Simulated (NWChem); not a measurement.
# Atomisation of HGa

```xyz
2

Ga     0.0000     0.0000     0.0526
H      0.0000     0.0000    -1.6299
```
Charge 0, spin multiplicity 1.

Everything below was run with NWChem. The geometry was optimised at PBE0/def2-SVP, a minimum by its harmonic frequencies.

Basis set: def2-TZVP. The atomisation energy is electronic alone: no zero-point, thermal, spin-orbit or counterpoise terms. No value is extrapolated to the basis-set limit. Free atoms are single determinants with multiplicities Ga 2, H 2. Correlated methods freeze the same cores in atoms and molecule, 9 orbitals in all.

The Hamiltonian is non-relativistic. The correlated methods keep 9 core orbitals frozen. B3LYP has NWChem's definition, with VWN1-RPA local correlation. The structure started from a generated list of species. No SCF solution was tested for a lower state. Open-shell Hartree-Fock references start from PBE0 orbitals. No row is a measurement; the coupled-cluster row has its own basis-set and correlation limits.

| method | atomisation energy (kcal/mol) |
|---|---|
| BHandHLYP | 67.4 |
| PBE0 | 65.9 |
| LDA (SVWN5) | 75.7 |
| CCSD(T) | 66.5 |
| PBE | 66.6 |
| HF | (withheld) |
| B3LYP | 68.8 |
| CAM-B3LYP | 68.9 |
| MP2 | (withheld) |
| BLYP | 68.2 |

Problem. Complete the blanks.

Solution. 
- HF, atomisation energy (kcal/mol): 47.7
- MP2, atomisation energy (kcal/mol): 62.9
